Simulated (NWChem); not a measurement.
System: AgN2H6 cation; SMILES [NH3]->[Ag+]<-[NH3]

Input file for NWChem:

```
start job
memory heap 200 mb stack 900 mb global 1100 mb
charge 1
geometry units angstroms noautoz
  Ag     0.000000     0.000000     0.000000
  N      0.000000     0.000000    -2.143255
  H     -0.396277     0.857649    -2.533904
  H     -0.544607    -0.772011    -2.533904
  H      0.940884    -0.085639    -2.533904
  N      0.000000     0.000000     2.143255
  H     -0.085639     0.940884     2.533904
  H      0.857649    -0.396277     2.533904
  H     -0.772011    -0.544607     2.533904
end
basis spherical
  Ag library def2-svpd
  N library def2-svpd
  H library def2-svpd
end
ecp
  Ag library def2-ecp
end
dft
  xc xtpss03 ctpss03
  iterations 200
  vectors input hcore
end
task dft gradient
```

Excerpt of the output:

```
             Northwest Computational Chemistry Package (NWChem) 7.3.0
             --------------------------------------------------------

 C3  symmetry detected

                             Geometry "geometry" -> ""
                             -------------------------

 Output coordinates in angstroms (scale by  1.889725989 to convert to a.u.)

  No.       Tag          Charge          X              Y              Z
 ---- ---------------- ---------- -------------- -------------- --------------
    1 Ag                  47.0000     0.00000000     0.00000000    -0.00000000
    2 N                    7.0000     0.00000000     0.00000000    -2.14325500
    3 H                    1.0000    -0.00000003     0.94477365    -2.53390400
    4 H                    1.0000    -0.81819797    -0.47238685    -2.53390400
    5 H                    1.0000     0.81819800    -0.47238681    -2.53390400
    6 N                    7.0000     0.00000000    -0.00000000     2.14325500
    7 H                    1.0000     0.31690451     0.89003864     2.53390400
    8 H                    1.0000     0.61234382    -0.71946668     2.53390400
    9 H                    1.0000    -0.92924833    -0.17057196     2.53390400

 Effective nuclear repulsion energy (a.u.)     252.9403882987

      Symmetry information
      --------------------

 Group name             C3
 Group number              5
 Group order               3
 No. of unique centers     5

                                 NWChem DFT Module
                                 -----------------

 Summary of "ao basis" -> "ao basis" (spherical)
 ------------------------------------------------------------------------------
       Tag                 Description            Shells   Functions and Types
 ---------------- ------------------------------  ------  ---------------------
 Ag                        def2-svpd                12       34   5s4p2d1f
 N                         def2-svpd                 8       20   4s2p2d
 H                         def2-svpd                 4        8   2s2p

      Symmetry analysis of basis
      --------------------------

        a          46
        e+         38
        e-         38

  Rotation of axis

            General Information
            -------------------
          SCF calculation type: DFT
          Wavefunction type:  closed shell.
          No. of atoms     :     9
          No. of electrons :    38
           Alpha electrons :    19
            Beta electrons :    19
          Charge           :     1
          Spin multiplicity:     1
          Use of symmetry is: on ; symmetry adaption is: on
          Maximum number of iterations: 200
          AO basis - number of functions:   122
                     number of shells:    52
          Convergence on energy requested:  1.00D-06
          Convergence on density requested:  1.00D-05
          Convergence on gradient requested:  5.00D-04

              XC Information
              --------------
                  TPSS metaGGA Exchange Functional  1.000
             TPSS03 metaGGA Correlation Functional  1.000

             Grid Information
             ----------------
          Grid used for XC integration:  medium
          Radial quadrature: Mura-Knowles
          Angular quadrature: Lebedev.
          Tag              B.-S. Rad. Rad. Pts. Rad. Cut. Ang. Pts.
          ---              ---------- --------- --------- ---------
          Ag                  1.60      123          10.0       590
          N                   0.65       49          12.0       434
          H                   0.35       45          13.0       434
          Grid pruning is: on
          Number of quadrature shells:   311
          Spatial weights used:  Erf1

      Non-variational initial energy
      ------------------------------

 Total energy =     123.280035
 1-e energy   =       0.000000
 2-e energy   =       0.000000
 HOMO         =     -14.626212
 LUMO         =     -13.903475

      Symmetry analysis of molecular orbitals - initial
      -------------------------------------------------

  Numbering of irreducible representations:

     1 a           2 e+          3 e-

  Orbital symmetries:

     1 a           2 a           3 a           4 a           5 e+
     6 e+          7 a           8 e+          9 e+         10 e+
    11 e+         12 a          13 a          14 e+         15 e+
    16 e+         17 e+         18 a          19 a          20 a
    21 a          22 e+         23 e+         24 e+         25 e+
    26 a          27 a          28 a          29 e+

 Warning: spatial symmetry breaking: alpha =  3.90D-01

   convergence    iter        energy       DeltaE   RMS-Dens  Diis-err
 ---------------- ----- ----------------- --------- --------- ---------
 d= 0,ls=0.0,diis     1   -130.9530981543 -2.54D+02  2.15D+00  1.26D+02
 Warning: spatial symmetry breaking: alpha =  8.84D-02
 d= 0,ls=0.5,diis     2   -112.1186300945  1.88D+01  1.66D+00  2.13D+02
 Warning: spatial symmetry breaking: alpha =  3.16D-01
 d= 0,ls=0.5,diis     3   -180.9701804871 -6.89D+01  3.56D-01  3.13D+02
 Warning: spatial symmetry breaking: alpha =  2.83D-01
 d= 0,ls=0.5,diis     4   -226.7810725308 -4.58D+01  8.67D-02  1.35D+02
 Warning: spatial symmetry breaking: alpha =  2.24D-01
 d= 0,ls=0.5,diis     5   -228.8937535376 -2.11D+00  4.94D-02  1.00D+02
 Warning: spatial symmetry breaking: alpha =  1.75D-01
 d= 0,ls=0.5,diis     6   -231.4030089421 -2.51D+00  2.67D-02  7.10D+01
 Warning: spatial symmetry breaking: alpha =  1.18D-01
 d= 0,ls=0.5,diis     7   -235.6402252382 -4.24D+00  1.92D-02  8.20D+01
 Warning: spatial symmetry breaking: alpha =  1.17D-01
 d= 0,ls=0.5,diis     8   -243.9859843509 -8.35D+00  1.62D-02  1.07D+02
 Warning: spatial symmetry breaking: alpha =  1.13D-01
 d= 0,ls=0.5,diis     9   -241.9986269663  1.99D+00  7.45D-03  1.13D+02
 Warning: spatial symmetry breaking: alpha =  7.68D-02
 d= 0,ls=0.5,diis    10   -240.7142727629  1.28D+00  6.03D-02  1.12D+02
 Warning: spatial symmetry breaking: alpha =  2.76D-02
 d= 0,ls=0.5,diis    11   -259.4059582291 -1.87D+01  1.35D-02  1.85D+00
 Warning: spatial symmetry breaking: alpha =  1.45D-02
 d= 0,ls=0.5,diis    12   -259.5660016262 -1.60D-01  8.10D-03  1.59D+00
 Warning: spatial symmetry breaking: alpha =  8.33D-03
 d= 0,ls=0.5,diis    13   -259.6762393696 -1.10D-01  7.06D-03  8.28D-01
 Warning: spatial symmetry breaking: alpha =  5.57D-03
 d= 0,ls=0.5,diis    14   -259.7506245365 -7.44D-02  7.00D-03  3.13D-01
  Resetting Diis
 Warning: spatial symmetry breaking: alpha =  3.60D-03
 d= 0,ls=0.5,diis    15   -259.7922518470 -4.16D-02  1.61D-03  1.70D-02
 Warning: spatial symmetry breaking: alpha =  2.30D-03
 d= 0,ls=0.5,diis    16   -259.7959704429 -3.72D-03  1.01D-03  2.03D-03
 Warning: spatial symmetry breaking: alpha =  1.46D-03
 d= 0,ls=0.5,diis    17   -259.7968474230 -8.77D-04  7.91D-04  8.36D-04
 Warning: spatial symmetry breaking: alpha =  9.16D-04
 d= 0,ls=0.5,diis    18   -259.7971685714 -3.21D-04  4.70D-04  2.57D-04
 Warning: spatial symmetry breaking: alpha =  5.74D-04
 d= 0,ls=0.5,diis    19   -259.7972848794 -1.16D-04  2.94D-04  1.19D-04
 Warning: spatial symmetry breaking: alpha =  3.58D-04
 d= 0,ls=0.5,diis    20   -259.7973391879 -5.43D-05  1.73D-04  5.61D-05
 Warning: spatial symmetry breaking: alpha =  2.23D-04
 d= 0,ls=0.5,diis    21   -259.7973641637 -2.50D-05  1.12D-04  2.80D-05
 Warning: spatial symmetry breaking: alpha =  1.39D-04
 d= 0,ls=0.5,diis    22   -259.7973761561 -1.20D-05  7.71D-05  1.30D-05
 d= 0,ls=0.5,diis    23   -259.7973818517 -5.70D-06  4.93D-05  6.60D-06
 d= 0,ls=0.5,diis    24   -259.7973845983 -2.75D-06  3.34D-05  3.75D-06
 d= 0,ls=0.5,diis    25   -259.7973859818 -1.38D-06  2.31D-05  2.08D-06
 d= 0,ls=0.5,diis    26   -259.7973866778 -6.96D-07  1.60D-05  1.22D-06
 d= 0,ls=0.5,diis    27   -259.7973870427 -3.65D-07  1.13D-05  6.89D-07
 d= 0,ls=0.5,diis    28   -259.7973872333 -1.91D-07  7.88D-06  3.81D-07

         Total DFT energy =     -259.797387333209
      One electron energy =     -650.763331340592
           Coulomb energy =      297.559489061437
    Exchange-Corr. energy =      -29.873579603603
 Nuclear repulsion energy =      123.280034549548

 Numeric. integr. density =       37.999993036065

                  Occupations of the irreducible representations
                  ----------------------------------------------

                     irrep           alpha         beta
                     --------     --------     --------
                     a                 9.0          9.0
                     e+               10.0         10.0
                     e-                0.0          0.0

                       DFT Final Molecular Orbital Analysis
                       ------------------------------------

 Vector   17  Occ=2.000000D+00  E=-4.483426D-01  Symmetry=e+
              MO Center=  3.6D-05,  6.9D-04,  8.3D-08, r^2= 6.9D-01
   Bfn.  Coefficient  Atom+Function         Bfn.  Coefficient  Atom+Function
  ----- ------------  ---------------      ----- ------------  ---------------
    18      0.869468  1 Ag d -2              22      0.252283  1 Ag d  2
    23      0.173625  1 Ag d -2              19      0.109103  1 Ag d -1
    27      0.050379  1 Ag d  2              21     -0.025619  1 Ag d  1

 Vector   18  Occ=2.000000D+00  E=-4.483426D-01  Symmetry=e+
              MO Center= -3.6D-05, -6.8D-04,  1.2D-07, r^2= 6.9D-01
   Bfn.  Coefficient  Atom+Function         Bfn.  Coefficient  Atom+Function
  ----- ------------  ---------------      ----- ------------  ---------------
    22      0.869468  1 Ag d  2              18     -0.252283  1 Ag d -2
    27      0.173626  1 Ag d  2              21      0.109103  1 Ag d  1
    23     -0.050379  1 Ag d -2              19      0.025619  1 Ag d -1

 Vector   19  Occ=2.000000D+00  E=-4.022949D-01  Symmetry=a
              MO Center=  1.9D-16, -1.3D-15, -5.8D-06, r^2= 1.8D+00
   Bfn.  Coefficient  Atom+Function         Bfn.  Coefficient  Atom+Function
  ----- ------------  ---------------      ----- ------------  ---------------
    20      0.736250  1 Ag d  0               4     -0.561679  1 Ag s
    38      0.272134  2 N  s                 82      0.272144  6 N  s
     2      0.247902  1 Ag s                 41      0.163965  2 N  pz
    85     -0.163963  6 N  pz                 3      0.118180  1 Ag s
     1     -0.117567  1 Ag s                 44     -0.103655  2 N  pz

 Vector   20  Occ=0.000000D+00  E=-2.116323D-01  Symmetry=a
              MO Center=  1.9D-15,  2.2D-14,  7.0D-06, r^2= 6.2D+00
   Bfn.  Coefficient  Atom+Function         Bfn.  Coefficient  Atom+Function
  ----- ------------  ---------------      ----- ------------  ---------------
     5      0.634983  1 Ag s                  4      0.438942  1 Ag s
    38      0.351939  2 N  s                 82      0.351987  6 N  s
    20      0.345675  1 Ag d  0               2     -0.262431  1 Ag s
    37     -0.247690  2 N  s                 81     -0.247695  6 N  s
    36     -0.244659  2 N  s                 80     -0.244659  6 N  s

 Vector   21  Occ=0.000000D+00  E=-1.552222D-01  Symmetry=a
              MO Center= -9.3D-17, -6.8D-18,  1.8D-05, r^2= 1.2D+01
   Bfn.  Coefficient  Atom+Function         Bfn.  Coefficient  Atom+Function
  ----- ------------  ---------------      ----- ------------  ---------------
    14      0.917413  1 Ag pz                38     -0.421412  2 N  s
    82      0.421458  6 N  s                 36      0.252282  2 N  s
    80     -0.252281  6 N  s                 62      0.129160  3 H  pz
    70      0.129160  4 H  pz                78      0.129160  5 H  pz
   106      0.129164  7 H  pz               114      0.129164  8 H  pz

 Vector   22  Occ=0.000000D+00  E=-1.549662D-01  Symmetry=e+
              MO Center= -1.9D-05, -1.4D-02,  2.3D-06, r^2= 6.2D+00
   Bfn.  Coefficient  Atom+Function         Bfn.  Coefficient  Atom+Function
  ----- ------------  ---------------      ----- ------------  ---------------
    13      0.664968  1 Ag py                 7     -0.222421  1 Ag py
    16      0.215093  1 Ag py                10      0.190310  1 Ag py
    12      0.174018  1 Ag px               100     -0.079736  7 H  s
    56     -0.077451  3 H  s                 40      0.076749  2 N  py
    84      0.076741  6 N  py                99     -0.070776  7 H  s

     Multipole analysis of the density
     ---------------------------------

     L   x y z        total         alpha         beta         nuclear
     -   - - -        -----         -----         ----         -------
     0   0 0 0      1.000000    -19.000000    -19.000000     39.000000

     1   1 0 0      0.000000      0.000000      0.000000      0.000000
     1   0 1 0     -0.000000     -0.000000     -0.000000     -0.000000
     1   0 0 1     -0.000075     -0.000037     -0.000037      0.000000

     2   2 0 0    -21.166960    -15.364763    -15.364763      9.562567
     2   1 1 0      0.000000      0.000000      0.000000     -0.000000
     2   1 0 1     -0.000000     -0.000000     -0.000000      0.000000
     2   0 2 0    -21.166960    -15.364763    -15.364763      9.562567
     2   0 1 1      0.000000      0.000000      0.000000     -0.000000
     2   0 0 2     -1.266074   -184.245745   -184.245745    367.225416

            General Information
            -------------------
          SCF calculation type: DFT
          Wavefunction type:  closed shell.
          No. of atoms     :     9
          No. of electrons :    38
           Alpha electrons :    19
            Beta electrons :    19
          Charge           :     1
          Spin multiplicity:     1
          Use of symmetry is: on ; symmetry adaption is: on
          Maximum number of iterations: 200
          AO basis - number of functions:   122
                     number of shells:    52
          Convergence on energy requested:  1.00D-06
          Convergence on density requested:  1.00D-05
          Convergence on gradient requested:  5.00D-04

              XC Information
              --------------
                  TPSS metaGGA Exchange Functional  1.000
             TPSS03 metaGGA Correlation Functional  1.000

             Grid Information
             ----------------
          Grid used for XC integration:  medium
          Radial quadrature: Mura-Knowles
          Angular quadrature: Lebedev.
          Tag              B.-S. Rad. Rad. Pts. Rad. Cut. Ang. Pts.
          ---              ---------- --------- --------- ---------
          Ag                  1.60      123          10.0       590
          N                   0.65       49          12.0       434
          H                   0.35       45          13.0       434
          Grid pruning is: on
          Number of quadrature shells:   311
          Spatial weights used:  Erf1

[...]

                         DFT ENERGY GRADIENTS

    atom               coordinates                        gradient
                 x          y          z           x          y          z
   1 Ag      0.000000   0.000000  -0.000000    0.000000   0.000000   0.000002
   2 N       0.000000   0.000000  -4.050165    0.000000   0.000000  -0.002078
   3 H      -0.000000   1.785363  -4.788384   -0.000003  -0.003510   0.000788
   4 H      -1.546170  -0.892682  -4.788384    0.003041   0.001752   0.000788
   5 H       1.546170  -0.892682  -4.788384   -0.003038   0.001757   0.000788
   6 N       0.000000  -0.000000   4.050165    0.000000  -0.000000   0.002086
   7 H       0.598863   1.681929   4.788384   -0.001177  -0.003307  -0.000791
   8 H       1.157162  -1.359595   4.788384   -0.002276   0.002673  -0.000791
   9 H      -1.756025  -0.322334   4.788384    0.003452   0.000635  -0.000791
```

Level: TPSS/def2-SVPD with def2 effective core potentials on Ag. Coordinates come from a PBE0/def2-SVP optimisation. No frequency run checked for a minimum. def2 effective core potentials on Ag; no spin-orbit coupling.
